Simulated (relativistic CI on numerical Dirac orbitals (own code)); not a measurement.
Electric-dipole transitions in Sb24+

Calculated at this level of theory: Dirac-Coulomb-Breit CI, orbitals from a KLI potential per configuration, QED by a radiative potential, unscaled Slater integrals (own radial code, finite nucleus).

CI space (outside the closed core [Ne]): 3s²3p⁶3d⁹, 3s²3p⁵3d¹⁰, 3s3p⁶3d¹⁰, 3s²3p⁶3d⁸4s, 3s²3p⁶3d⁸4p, 3s²3p⁶3d⁸4d, 3s²3p⁴3d¹⁰4s, 3s²3p⁶3d⁸4f, 3s²3p⁵3d⁹4s, 3s²3p⁶3d⁷4s², 3s²3p⁴3d¹⁰4p, 3s²3p⁵3d⁹4p, 3s²3p⁶3d⁷4s4p, 3s²3p⁴3d¹⁰4d, 3s²3p⁶3d⁸5s, 3s3p⁵3d¹⁰4s, 3s²3p⁶3d⁷4p², 3s²3p⁶3d⁸5p, 3s²3p⁶3d⁷4s4d, 3s²3p⁵3d⁹4d, 3s3p⁵3d¹⁰4p, 3s3p⁶3d⁹4s, 3s²3p⁶3d⁸5d, 3s²3p⁶3d⁷4p4d, 3s²3p⁵3d⁸4s², 3s²3p⁶3d⁸5f, 3s3p⁵3d¹⁰4d, 3s3p⁶3d⁹4p, 3s²3p⁶3d⁸5g, 3p⁶3d¹⁰4s, 3s²3p⁵3d⁹4f, 3s²3p⁶3d⁷4d², 3s²3p⁵3d⁸4s4p, 3s²3p⁶3d⁸6s, 3p⁶3d¹⁰4p, 3s²3p⁶3d⁸6p. Levels of other configurations are missing.

```csv
λ vac (nm),Lower,Upper,A (s⁻¹),log gf,S velocity/length
1.4037,3s²3p⁶3d⁹ ²D5/2 [1],3s²3p⁵3d⁹4d ²F°7/2 [390],2.34e+12,-0.26,0.96
1.4163,3s²3p⁶3d⁹ ²D5/2 [1],3s²3p⁵3d⁹4d ²F°7/2 [368],3.77e+12,-0.04,0.97
1.6140,3s²3p⁶3d⁹ ²D5/2 [1],3s²3p⁶3d⁸4f ²F°7/2 [228],1.95e+12,-0.22,0.95
1.6294,3s²3p⁶3d⁹ ²D3/2 [2],3s²3p⁶3d⁸4f ²F°5/2 [229],2.34e+13,0.75,0.95
1.6381,3s²3p⁶3d⁹ ²D5/2 [1],3s²3p⁶3d⁸4f ²F°7/2 [224],4.25e+13,1.14,0.95
1.6388,3s²3p⁶3d⁹ ²D5/2 [1],3s²3p⁶3d⁸4f ²D°5/2 [222],2.18e+13,0.72,0.91
1.6437,3s²3p⁶3d⁹ ²D5/2 [1],3s²3p⁵3d⁹4s ²F°5/2 [220],1.94e+13,0.67,0.93
1.6450,3s²3p⁶3d⁹ ²D3/2 [2],3s²3p⁶3d⁸4f ²D°3/2 [227],4.06e+13,0.82,0.91
1.6452,3s²3p⁶3d⁹ ²D5/2 [1],3s²3p⁶3d⁸4f ²P°3/2 [218],2.56e+13,0.62,0.91
1.6474,3s²3p⁶3d⁹ ²D3/2 [2],3s²3p⁶3d⁸4f ²F°5/2 [226],2.21e+13,0.73,0.95
1.6538,3s²3p⁶3d⁹ ²D5/2 [1],3s²3p⁵3d⁹4s ²P°3/2 [210],4.52e+12,-0.13,0.94
1.6556,3s²3p⁶3d⁹ ²D3/2 [2],3s²3p⁶3d⁸4f ²P°1/2 [225],2.73e+13,0.35,0.91
1.6639,3s²3p⁶3d⁹ ²D3/2 [2],3s²3p⁵3d⁹4s ⁴D°1/2 [221],8.26e+12,-0.16,0.93
1.6802,3s²3p⁶3d⁹ ²D5/2 [1],3s²3p⁶3d⁸4f ⁴F°5/2 [173],2.23e+12,-0.25,0.92
1.6895,3s²3p⁶3d⁹ ²D5/2 [1],3s²3p⁵3d⁹4s ²D°5/2 [157],2.08e+12,-0.27,0.94
1.6975,3s²3p⁶3d⁹ ²D5/2 [1],3s²3p⁵3d⁹4s ²F°7/2 [149],2.31e+12,-0.10,0.96
4.5301,3s²3p⁶3d⁸4s ²G7/2 [18],3s²3p⁵3d⁹4s ²F°5/2 [254],1.46e+12,0.43,0.80
4.5306,3s²3p⁶3d⁸4s ²G9/2 [17],3s²3p⁵3d⁹4s ²F°7/2 [253],1.42e+12,0.54,0.80
4.5464,3s²3p⁶3d⁹ ²D3/2 [2],3s²3p⁵3d¹⁰ ²P°1/2 [4],9.92e+11,-0.21,0.89
4.5565,3s²3p⁶3d⁸4p ²H°9/2 [37],3s²3p⁵3d⁹4p ²G7/2 [292],1.53e+12,0.58,0.85
5.2697,3s²3p⁶3d⁸4s ⁴F9/2 [6],3s²3p⁵3d⁹4s ⁴D°7/2 [177],5.89e+11,0.29,0.84
5.2743,3s²3p⁶3d⁸4p ⁴G°11/2 [30],3s²3p⁵3d⁹4p ⁴F9/2 [256],6.25e+11,0.42,0.87
5.2753,3s²3p⁶3d⁸4s ²F7/2 [7],3s²3p⁵3d⁹4s ²D°5/2 [185],5.49e+11,0.14,0.85
5.3023,3s²3p⁶3d⁹ ²D5/2 [1],3s²3p⁵3d¹⁰ ²P°3/2 [3],5.84e+11,-0.01,0.87
5.3152,3s²3p⁶3d⁸4s ⁴F7/2 [10],3s²3p⁵3d⁹4s ⁴D°5/2 [207],4.74e+11,0.08,0.84
5.5754,3s²3p⁶3d⁸4s ⁴F9/2 [6],3s²3p⁵3d⁹4s ⁴F°9/2 [144],2.11e+11,-0.01,0.93
5.5755,3s²3p⁶3d⁸4s ²D5/2 [8],3s²3p⁵3d⁹4s ²D°5/2 [157],3.75e+11,0.02,0.97
13.565,3s²3p⁶3d⁸4p ²F°5/2 [25],3s²3p⁶3d⁸4d ²G7/2 [78],9.15e+10,0.31,1.05
13.758,3s²3p⁶3d⁸4p ²G°9/2 [23],3s²3p⁶3d⁸4d ²H11/2 [69],1.13e+11,0.58,1.10
13.916,3s²3p⁶3d⁸4p ²H°9/2 [37],3s²3p⁶3d⁸4d ²I11/2 [106],1.13e+11,0.59,1.14
15.568,3s²3p⁶3d⁸4d ⁴H13/2 [72],3s²3p⁶3d⁸4f ⁴I°15/2 [138],8.69e+10,0.70,1.10
15.723,3s²3p⁶3d⁸4p ⁴G°11/2 [30],3s²3p⁶3d⁸4d ⁴H13/2 [72],9.27e+10,0.68,1.11
15.741,3s²3p⁶3d⁸4p ⁴G°9/2 [44],3s²3p⁶3d⁸4d ⁴H11/2 [91],9.25e+10,0.62,1.10
15.820,3s²3p⁶3d⁸4p ⁴F°9/2 [32],3s²3p⁶3d⁸4d ⁴G11/2 [74],6.55e+10,0.47,1.09
15.853,3s²3p⁶3d⁸4p ²H°11/2 [55],3s²3p⁶3d⁸4d ²I13/2 [111],9.01e+10,0.68,1.15
19.199,3s²3p⁶3d⁸4s ²G9/2 [17],3s²3p⁶3d⁸4p ²G°9/2 [60],2.93e+10,0.21,0.90
19.618,3s²3p⁶3d⁸4s ⁴F9/2 [6],3s²3p⁶3d⁸4p ⁴F°9/2 [32],2.26e+10,0.11,0.91
19.630,3s²3p⁶3d⁸4s ²D5/2 [8],3s²3p⁶3d⁸4p ²F°7/2 [40],2.71e+10,0.10,1.07
19.657,3s²3p⁶3d⁸4s ²F7/2 [7],3s²3p⁶3d⁸4p ²D°5/2 [35],2.94e+10,0.01,0.81
19.940,3s²3p⁶3d⁸4s ⁴P5/2 [13],3s²3p⁶3d⁸4p ⁴D°7/2 [51],3.52e+10,0.22,1.07
20.090,3s²3p⁶3d⁸4s ²F7/2 [7],3s²3p⁶3d⁸4p ²F°7/2 [33],2.56e+10,0.09,0.92
20.115,3s²3p⁶3d⁸4s ⁴F9/2 [6],3s²3p⁶3d⁸4p ⁴G°11/2 [30],3.62e+10,0.42,1.14
20.160,3s²3p⁶3d⁸4s ⁴F7/2 [10],3s²3p⁶3d⁸4p ⁴G°9/2 [44],3.56e+10,0.34,1.13
20.483,3s²3p⁶3d⁸4s ²G9/2 [17],3s²3p⁶3d⁸4p ²H°11/2 [55],3.44e+10,0.41,1.19
26.319,3s²3p⁶3d⁸4s ⁴F9/2 [6],3s²3p⁶3d⁸4p ⁴D°7/2 [22],1.28e+10,0.03,0.74
```

Terms are leading LS components. Brackets give the number of a level in order of energy, since labels repeat. The list gives strong lines, with weight on those to low levels, among the lowest 400 of 3985 levels, so that lines to higher ones, which can be the strongest, are missing. Levels whose partners in the same complex of configurations lie outside the list can be far off, and so can their lines. Rates are taken at the computed energies, electric ones in the length gauge. A velocity-to-length ratio far from 1 marks an uncertain rate.

At this charge energies of transitions that change n are usually good to better than 1 %, and those within a shell (Δn = 0) to a few per cent.

LS names give the leading component of a level, which can be under half, so a name can repeat, a term be missing and a line seem to break the LS rules.
